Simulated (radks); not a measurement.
Task: Pm XLVII, 15 electrons, occupied as [Ne] 3s2 3p3. Method: Dirac Kohn-Sham, PBE, spin-unpolarised, spherical densities, point nucleus; open shells fill j = l - 1/2 first; computed with a radial shooting solver on a logarithmic mesh with Libxc functionals. Some entries of the table are withheld. Estimate them.

orbital,occ.,eigenvalue (Ry),<r^2> (bohr^2),<1/r> (bohr^-1)
1s1/2,2,-3531.280,(1),67.46
2s1/2,2,-752.8704,0.01118,16.21
2p1/2,2,-727.1100,(2),16.14
2p3/2,4,-684.8638,(3),14.47
3s1/2,2,-297.2811,0.06381,(4)
3p1/2,2,-287.8531,(5),6.449
3p3/2,1,-277.0807,(6),6.007

Result: 
(1) 1s1/2 <r^2> (bohr^2): 0.0007310
(2) 2p1/2 <r^2> (bohr^2): 0.008134
(3) 2p3/2 <r^2> (bohr^2): 0.009302
(4) 3s1/2 <1/r> (bohr^-1): 6.517
(5) 3p1/2 <r^2> (bohr^2): 0.05793
(6) 3p3/2 <r^2> (bohr^2): 0.06273
